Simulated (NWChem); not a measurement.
System: CCl3, doublet; SMILES Cl[C](Cl)Cl

Input file for NWChem:

```
start job
memory heap 200 mb stack 900 mb global 1100 mb
geometry units angstroms noautoz
  Cl    -1.632276    -0.423451    -0.024816
  C      0.000000     0.000000     0.271240
  Cl     1.182858    -1.201867    -0.024816
  Cl     0.449418     1.625318    -0.024816
end
basis spherical
  * library 6-31g*
end
dft
  odft
  mult 2
  xc xpbe96 cpbe96
  iterations 200
  convergence diis 20
end
task dft gradient
```

Parts of the log:

```
             Northwest Computational Chemistry Package (NWChem) 7.3.0
             --------------------------------------------------------

 C3  symmetry detected

                             Geometry "geometry" -> ""
                             -------------------------

 Output coordinates in angstroms (scale by  1.889725989 to convert to a.u.)

  No.       Tag          Charge          X              Y              Z
 ---- ---------------- ---------- -------------- -------------- --------------
    1 Cl                  17.0000    -1.34734717     1.01404716    -0.03116379
    2 C                    6.0000    -0.00000000    -0.00000000     0.26489221
    3 Cl                  17.0000    -0.20451702    -1.67386046    -0.03116379
    4 Cl                  17.0000     1.55186419     0.65981330    -0.03116379

 Effective nuclear repulsion energy (a.u.)     251.6593739911

      Symmetry information
      --------------------

 Group name             C3
 Group number              5
 Group order               3
 No. of unique centers     2

  pbe96 is a nonlocal functional; adding pw91lda local functional.

                                 NWChem DFT Module
                                 -----------------

 Summary of "ao basis" -> "ao basis" (spherical)
 ------------------------------------------------------------------------------
       Tag                 Description            Shells   Functions and Types
 ---------------- ------------------------------  ------  ---------------------
 Cl                          6-31g*                  8       18   4s3p1d
 C                           6-31g*                  6       14   3s2p1d

      Symmetry analysis of basis
      --------------------------

        a          24
        e+         22
        e-         22

  Rotation of axis

            General Information
            -------------------
          SCF calculation type: DFT
          Wavefunction type:  spin polarized.
          No. of atoms     :     4
          No. of electrons :    57
           Alpha electrons :    29
            Beta electrons :    28
          Charge           :     0
          Spin multiplicity:     2
          Use of symmetry is: on ; symmetry adaption is: on
          Maximum number of iterations: 200
          AO basis - number of functions:    68
                     number of shells:    30
          Convergence on energy requested:  1.00D-06
          Convergence on density requested:  1.00D-05
          Convergence on gradient requested:  5.00D-04

              XC Information
              --------------
          PerdewBurkeErnzerhof Exchange Functional  1.000
            Perdew 1991 LDA Correlation Functional  1.000 local
           PerdewBurkeErnz. Correlation Functional  1.000 non-local

             Grid Information
             ----------------
          Grid used for XC integration:  medium
          Radial quadrature: Mura-Knowles
          Angular quadrature: Lebedev.
          Tag              B.-S. Rad. Rad. Pts. Rad. Cut. Ang. Pts.
          ---              ---------- --------- --------- ---------
          Cl                  1.00       88           9.0       590
          C                   0.70       49           7.0       434
          Grid pruning is: on
          Number of quadrature shells:   137
          Spatial weights used:  Erf1

      Superposition of Atomic Density Guess
      -------------------------------------

 Sum of atomic energies:       -1416.01200230

      Non-variational initial energy
      ------------------------------

 Total energy =   -1417.022037
 1-e energy   =   -2457.867394
 2-e energy   =     789.185983
 HOMO         =      -0.082898
 LUMO         =       0.041468

   Symmetry analysis of molecular orbitals - initial alpha
   -------------------------------------------------------

  Numbering of irreducible representations:

     1 a           2 e+          3 e-

  Orbital symmetries:

     1 e+          2 e+          3 a           4 a           5 a
     6 e+          7 e+          8 a           9 e+         10 e+
    11 e+         12 e+         13 a          14 a          15 e+
    16 e+         17 a          18 e+         19 e+         20 a
    21 e+         22 e+         23 a          24 e+         25 e+
    26 e+         27 e+         28 a          29 a          30 a
    31 e+         32 e+         33 a          34 e+         35 e+
    36 a          37 e+         38 e+         39 a

   Symmetry analysis of molecular orbitals - initial beta
   ------------------------------------------------------

  Numbering of irreducible representations:

     1 a           2 e+          3 e-

  Orbital symmetries:

     1 e+          2 e+          3 a           4 a           5 a
     6 e+          7 e+          8 a           9 e+         10 e+
    11 e+         12 e+         13 a          14 a          15 e+
    16 e+         17 a          18 e+         19 e+         20 a
    21 e+         22 e+         23 a          24 e+         25 e+
    26 e+         27 e+         28 a          29 a          30 a
    31 e+         32 e+         33 a          34 e+         35 e+
    36 a          37 e+         38 e+         39 a

   convergence    iter        energy       DeltaE   RMS-Dens  Diis-err
 ---------------- ----- ----------------- --------- --------- ---------
 d= 0,ls=0.0,diis     1  -1417.8218688468 -1.67D+03  2.03D-02  3.04D-01
                                                     1.47D-02  2.73D-01
 d= 0,ls=0.0,diis     2  -1417.2433352863  5.79D-01  1.09D-02  1.49D+00
                                                     1.10D-02  1.55D+00
 d= 0,ls=0.0,diis     3  -1417.9648458660 -7.22D-01  1.87D-03  3.89D-03
                                                     1.41D-03  3.18D-03
 d= 0,ls=0.0,diis     4  -1417.9660926464 -1.25D-03  8.63D-04  1.52D-03
                                                     5.95D-04  1.56D-03
 d= 0,ls=0.0,diis     5  -1417.9669775984 -8.85D-04  7.39D-05  1.94D-05
                                                     7.62D-05  1.87D-05
 d= 0,ls=0.0,diis     6  -1417.9669893994 -1.18D-05  4.24D-05  1.61D-06
                                                     2.55D-05  1.98D-06
 d= 0,ls=0.0,diis     7  -1417.9669908305 -1.43D-06  8.83D-06  1.54D-07
                                                     7.03D-06  1.48D-07
 d= 0,ls=0.0,diis     8  -1417.9669909287 -9.82D-08  4.18D-06  2.05D-08
                                                     1.66D-06  1.33D-08

         Total DFT energy =    -1417.966990928721
      One electron energy =    -2457.863888343028
           Coulomb energy =      877.794333491408
    Exchange-Corr. energy =      -89.556810068187
 Nuclear repulsion energy =      251.659373991086

 Numeric. integr. density =       57.000001031685

                  Occupations of the irreducible representations
                  ----------------------------------------------

                     irrep           alpha         beta
                     --------     --------     --------
                     a                11.0         10.0
                     e+               18.0         18.0
                     e-                0.0          0.0

                    DFT Final Alpha Molecular Orbital Analysis
                    ------------------------------------------

 Vector   27  Occ=1.000000D+00  E=-3.083256D-01  Symmetry=e+
              MO Center= -3.1D-01, -4.5D-01,  4.2D-03, r^2= 3.7D+00
   Bfn.  Coefficient  Atom+Function         Bfn.  Coefficient  Atom+Function
  ----- ------------  ---------------      ----- ------------  ---------------
    41      0.502986  3 Cl pz                 9     -0.357813  1 Cl pz
    45      0.259698  3 Cl pz                58     -0.248791  4 Cl py
     8     -0.245830  1 Cl py                40     -0.240513  3 Cl py
    37     -0.195763  3 Cl pz                13     -0.184743  1 Cl pz
    59     -0.145173  4 Cl pz                 5      0.139261  1 Cl pz

 Vector   28  Occ=1.000000D+00  E=-2.828096D-01  Symmetry=a
              MO Center=  2.5D-14,  3.2D-14, -2.9D-02, r^2= 4.0D+00
   Bfn.  Coefficient  Atom+Function         Bfn.  Coefficient  Atom+Function
  ----- ------------  ---------------      ----- ------------  ---------------
    39      0.456566  3 Cl px                58      0.423290  4 Cl py
     8     -0.367505  1 Cl py                 7     -0.276594  1 Cl px
    43      0.234762  3 Cl px                62      0.217649  4 Cl py
    12     -0.188971  1 Cl py                57     -0.179972  4 Cl px
    35     -0.176087  3 Cl px                54     -0.163254  4 Cl py

 Vector   29  Occ=1.000000D+00  E=-1.833953D-01  Symmetry=a
              MO Center=  8.6D-15,  2.6D-15,  2.3D-01, r^2= 2.8D+00
   Bfn.  Coefficient  Atom+Function         Bfn.  Coefficient  Atom+Function
  ----- ------------  ---------------      ----- ------------  ---------------
    23      0.510721  2 C  pz                27      0.435851  2 C  pz
     9     -0.313803  1 Cl pz                41     -0.313803  3 Cl pz
    59     -0.313803  4 Cl pz                24      0.287999  2 C  s
    13     -0.232074  1 Cl pz                45     -0.232074  3 Cl pz
    63     -0.232074  4 Cl pz                20      0.125390  2 C  s

 Vector   30  Occ=0.000000D+00  E=-7.173502D-02  Symmetry=a
              MO Center=  3.6D-14,  1.5D-14, -5.8D-02, r^2= 3.8D+00
   Bfn.  Coefficient  Atom+Function         Bfn.  Coefficient  Atom+Function
  ----- ------------  ---------------      ----- ------------  ---------------
    24      1.495719  2 C  s                 44     -0.490597  3 Cl py
    61      0.454842  4 Cl px                11     -0.394897  1 Cl px
    10     -0.348843  1 Cl s                 40     -0.350477  3 Cl py
    42     -0.348843  3 Cl s                 60     -0.348843  4 Cl s
    57      0.324931  4 Cl px                27     -0.311727  2 C  pz

 Vector   31  Occ=0.000000D+00  E= 5.853299D-03  Symmetry=e+
              MO Center=  3.4D-01,  2.3D-01,  5.8D-02, r^2= 3.6D+00
   Bfn.  Coefficient  Atom+Function         Bfn.  Coefficient  Atom+Function
  ----- ------------  ---------------      ----- ------------  ---------------
    25      1.097949  2 C  px                60     -0.775041  4 Cl s
    61      0.767223  4 Cl px                21      0.545704  2 C  px
    10      0.449113  1 Cl s                 12     -0.438881  1 Cl py
    44      0.376150  3 Cl py                26      0.352322  2 C  py
    62      0.348320  4 Cl py                42      0.325929  3 Cl s

 Vector   32  Occ=0.000000D+00  E= 5.853299D-03  Symmetry=e+
              MO Center= -3.4D-01, -2.3D-01,  5.8D-02, r^2= 3.6D+00
   Bfn.  Coefficient  Atom+Function         Bfn.  Coefficient  Atom+Function
  ----- ------------  ---------------      ----- ------------  ---------------
    26      1.097949  2 C  py                44      0.751156  3 Cl py
    42      0.706766  3 Cl s                 10     -0.635645  1 Cl s
    11     -0.629274  1 Cl px                22      0.545704  2 C  py
    25     -0.352322  2 C  px                12      0.312732  1 Cl py
    40      0.305256  3 Cl py                 7     -0.261820  1 Cl px

                     DFT Final Beta Molecular Orbital Analysis
                     -----------------------------------------

 Vector   26  Occ=1.000000D+00  E=-3.028468D-01  Symmetry=e+
              MO Center= -6.7D-01,  1.1D-01, -3.7D-03, r^2= 3.5D+00
   Bfn.  Coefficient  Atom+Function         Bfn.  Coefficient  Atom+Function
  ----- ------------  ---------------      ----- ------------  ---------------
     9      0.538677  1 Cl pz                41     -0.384272  3 Cl pz
    13      0.280240  1 Cl pz                 5     -0.209836  1 Cl pz
    45     -0.199914  3 Cl pz                40      0.163063  3 Cl py
     8      0.159803  1 Cl py                59     -0.154405  4 Cl pz
    37      0.149689  3 Cl pz                 7     -0.139728  1 Cl px

 Vector   27  Occ=1.000000D+00  E=-3.028468D-01  Symmetry=e+
              MO Center=  6.7D-01, -1.1D-01, -3.7D-03, r^2= 3.5D+00
   Bfn.  Coefficient  Atom+Function         Bfn.  Coefficient  Atom+Function
  ----- ------------  ---------------      ----- ------------  ---------------
    59      0.532865  4 Cl pz                41     -0.400151  3 Cl pz
    63      0.277217  4 Cl pz                45     -0.208174  3 Cl pz
    55     -0.207572  4 Cl pz                57      0.169242  4 Cl px
    37      0.155875  3 Cl pz                 7      0.147444  1 Cl px
    39      0.144185  3 Cl px                40      0.137846  3 Cl py

 Vector   28  Occ=1.000000D+00  E=-2.810875D-01  Symmetry=a
              MO Center= -2.2D-15,  2.4D-16, -3.0D-02, r^2= 4.0D+00
   Bfn.  Coefficient  Atom+Function         Bfn.  Coefficient  Atom+Function
  ----- ------------  ---------------      ----- ------------  ---------------
    39      0.456477  3 Cl px                58      0.423208  4 Cl py
     8     -0.367433  1 Cl py                 7     -0.276541  1 Cl px
    43      0.234907  3 Cl px                62      0.217784  4 Cl py
    12     -0.189088  1 Cl py                57     -0.179936  4 Cl px
    35     -0.176059  3 Cl px                54     -0.163227  4 Cl py

 Vector   29  Occ=0.000000D+00  E=-1.240314D-01  Symmetry=a
              MO Center=  5.4D-15, -7.0D-15,  3.0D-01, r^2= 2.5D+00
   Bfn.  Coefficient  Atom+Function         Bfn.  Coefficient  Atom+Function
  ----- ------------  ---------------      ----- ------------  ---------------
    27      0.522469  2 C  pz                23      0.510858  2 C  pz
    24      0.278891  2 C  s                  9     -0.272968  1 Cl pz
    41     -0.272968  3 Cl pz                59     -0.272968  4 Cl pz
    13     -0.223451  1 Cl pz                45     -0.223451  3 Cl pz
    63     -0.223451  4 Cl pz                20      0.134185  2 C  s

 Vector   30  Occ=0.000000D+00  E=-5.918514D-02  Symmetry=a
              MO Center=  4.6D-14,  1.2D-14, -5.3D-02, r^2= 3.8D+00
   Bfn.  Coefficient  Atom+Function         Bfn.  Coefficient  Atom+Function
  ----- ------------  ---------------      ----- ------------  ---------------
    24      1.547902  2 C  s                 44     -0.503407  3 Cl py
    61      0.466719  4 Cl px                11     -0.405208  1 Cl px
    10     -0.363620  1 Cl s                 42     -0.363620  3 Cl s
    60     -0.363620  4 Cl s                 40     -0.340123  3 Cl py
    27     -0.314684  2 C  pz                57      0.315332  4 Cl px

 Vector   31  Occ=0.000000D+00  E= 1.764999D-02  Symmetry=e+
              MO Center=  3.3D-01, -2.4D-01,  5.4D-02, r^2= 3.6D+00
   Bfn.  Coefficient  Atom+Function         Bfn.  Coefficient  Atom+Function
  ----- ------------  ---------------      ----- ------------  ---------------
    26      0.930870  2 C  py                44      0.751338  3 Cl py
    61      0.735857  4 Cl px                25      0.716908  2 C  px
    60     -0.694601  4 Cl s                 42      0.685762  3 Cl s
    22      0.451674  2 C  py                21      0.347854  2 C  px
    40      0.286677  3 Cl py                57      0.282959  4 Cl px

   alpha - beta orbital overlaps
   -----------------------------

   alpha      1      2      3      4      5      6      7      8      9     10
    beta      2      1      3      4      6      5      7      8      9     10
 overlap   0.755  0.755  1.000  1.000  0.752  0.752  1.000  0.999  0.754  0.754

[...]

                         DFT ENERGY GRADIENTS

    atom               coordinates                        gradient
                 x          y          z           x          y          z
   1 Cl     -2.546117   1.916271  -0.058891    0.007791  -0.005861   0.001148
   2 C      -0.000000  -0.000000   0.500574   -0.000000  -0.000000  -0.003444
   3 Cl     -0.386481  -3.163138  -0.058891    0.001181   0.009678   0.001148
   4 Cl      2.932598   1.246866  -0.058891   -0.008971  -0.003816   0.001148
```

Level: PBE/6-31G* (spherical d), spin-unrestricted. In the optimisation the excess spin sits in a (C3, its own frame). Geometry: optimised at PBE0/def2-SVP, spin-unrestricted. No stability test was run on the SCF state.
